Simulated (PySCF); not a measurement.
A calculated (BP86, PySCF 2.14, aug-cc-pwCVTZ-X2C with one added diffuse shell each of s, p, d, f type, scalar relativity by spin-free X2C-1e) atom or ion has these occupied shells.

```csv
shell,electrons,orbital energy (eV),"rms radius, mean of both spins (bohr)"
1s β,1,-3953.5,0.0888
1s α,1,-3953.5,0.0888
2s α,1,-417.50,0.396
2s β,1,-417.40,0.396
2p α,3,-337.99,0.364
2p β,3,-337.91,0.364
3s α,1,-50.430,1.25
3s β,1,-49.960,1.25
3p α,3,-31.538,1.40
3p β,3,-31.037,1.40
3d α,1,-6.489,2.77
```

(1) Name the element and its charge.

Results:

(1) Ca⁺ (calcium, charge +1), in [Ar] 3d1, 2D determinant (an excited configuration).
